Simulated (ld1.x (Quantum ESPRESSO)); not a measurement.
# vanadium: one change to a TM potential, before and after

ld1.x (Quantum ESPRESSO) 7.5 input, shortened:

```
&input
   title='V', zed=23., rel=1, dft='PBE', iswitch=3,
   config='[Ar] 3d3 4s1 4p0'
 /
 &inputp
   pseudotype=2, tm=.true., lloc=0,
   nlcc=.false.
 /
3
4P  2  1   0.00   0.00  3.15  3.15  0.0
3D  3  2   3.00   0.00  1.45  1.45  0.0
4S  1  0   1.00   0.00  2.50  2.50  0.0
 &test
   configts(1)='3d3 4s1 4p0'
 /
```

All-electron outer shells of the reference configuration (PBE, scalar-relativistic, ld1.x):

| shell | level (eV) | outermost node (bohr) | outermost maximum (bohr) |
| --- | --- | --- | --- |
| 3p | -51.65 | 0.35 | 0.84 |
| 3d | -12.63 | – | 0.90 |
| 4s | -10.90 | 1.17 | 2.59 |
| 4p | -6.83 | 1.29 | 3.20 |

Change: type ultrasoft; waves now 4s (bound): rcut 2.15, rcutus 2.50 bohr; 4s channel at 0.25 Ry: rcut 2.15, rcutus 2.50 bohr; 4p (bound): rcut 2.75, rcutus 3.15 bohr; 4p channel at 0.05 Ry: rcut 2.75, rcutus 3.15 bohr; 3d (bound): rcut 1.25, rcutus 1.45 bohr; 3d channel at -0.1 Ry: rcut 1.25, rcutus 1.45 bohr; local potential all-electron potential smoothed inside 2.45 bohr (lloc = -1); augmentation PSQ, radius 1.10 bohr.

Cutoffs: the cutoffs (Ry, on a coarse ladder) from which the occupation-weighted sum of valence levels, in a spherical-Bessel basis at the reference potential, stays within 10 and 1 mRy of its value at 400 Ry; they do not see the model core or the augmentation charge, which bear on the density cutoff. Errors are all-electron minus pseudo energies relative to the spin-unpolarised reference configuration.

Q: Predict the effect on cutoff, ghosts and configuration errors.

A: The potential gets softer (90 Ry and 110 Ry → 50 Ry and 80 Ry); the number of tests with a reliable result goes from 7 to 3 (the test run of the changed file stopped, so its transferability is not established); of the 3 tests that both files solve, the error grows in 3 and shrinks in 0 by more than 15 % and 0.3 meV (median size 22.5 → 40.6 meV); the range in which the d phases agree widens (upper end -0.2 → 3.5); neither file shows a bound ghost. Several settings change at once here, so the effects cannot be laid on one of them.

| quantity | base | changed |
| --- | --- | --- |
| cutoff, loose | 90 Ry | 50 Ry |
| cutoff, tight | 110 Ry | 80 Ry |
| loose cutoff by channel (10 mRy a level) | d 90 Ry, s 6 Ry | s 6 Ry, d 40 Ry |
| bound ghosts | none | none |
| tests with a reliable result | 7 of 7 | 3 of 7 (the test run stopped) |
| error for 3d3 4s2 4p0, meV [ΔE -7.73 eV] | +21 | +32 |
| error for 3d3 4s0 4p0, meV [ΔE 14.30 eV] | +113 | +156 |
| error for 3d2 4s0 4p0, meV [ΔE 43.19 eV] | -22 | +41 |
| s: phases at 3.39 bohr within 0.05 rad from the reference energy up to (Ry; the scan ends near 5) | 1.1 | 1.7 |
| p: phases at 3.39 bohr within 0.05 rad from the reference energy up to (Ry; the scan ends near 5) | 2.0 | 2.0 |
| d: phases at 3.39 bohr within 0.05 rad from the reference energy up to (Ry; the scan ends near 5) | -0.2 | 3.5 |
